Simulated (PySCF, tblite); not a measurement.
Isomers of C6H16OSSi. All values are computed: GFN2-xTB (tblite) harmonic vibrations without scaling, gas phase. Against measured fundamentals such values can be off by several per cent, at times by over 20. Modes of hydrogen on silicon and sulfur can be 10 to 20 % off. One conformer each.

Electronic energies: PBE0/pcSseg-1 single points on the GFN2-xTB geometries (PySCF, gas phase).

| SMILES | electronic energy, lowest = 0 (kcal/mol) |
| --- | --- |
| C[C@@H](CCC[SiH3])[S@](C)=O | 70.0 |
| CC[S@@](=O)CC[C@@H](C)[SiH3] | 72.0 |
| CO[Si](C)(C)CCCS | 0.0 |

How do GFN2-xTB zero-point energies change the relative energies?

```
                      SMILES  ZPE (kcal/mol)  of it from modes above 1550 cm⁻¹  electronic (kcal/mol)  with ZPE, lowest = 0 (kcal/mol)  lowest mode (cm⁻¹)  rings
            CO[Si](C)(C)CCCS           130.0                              67.9                    0.0                              0.0                  11      0
 C[C@@H](CCC[SiH3])[S@](C)=O           127.9                              65.5                   70.0                             67.8                  26      0
CC[S@@](=O)CC[C@@H](C)[SiH3]           128.1                              65.5                   72.0                             70.1                  26      0
```

The zero-point energies span 2.1 kcal/mol, from `C[C@@H](CCC[SiH3])[S@](C)=O` to `CO[Si](C)(C)CCCS`. The order is unchanged.

And how do the electronic energies of GFN2-xTB itself compare?

`CO[Si](C)(C)CCCS` 0.0; `C[C@@H](CCC[SiH3])[S@](C)=O` 25.1; `CC[S@@](=O)CC[C@@H](C)[SiH3]` 27.0 kcal/mol, lowest = 0. Against the energies above, taken from the same isomer `CO[Si](C)(C)CCCS`, the largest difference is 45.0 kcal/mol.
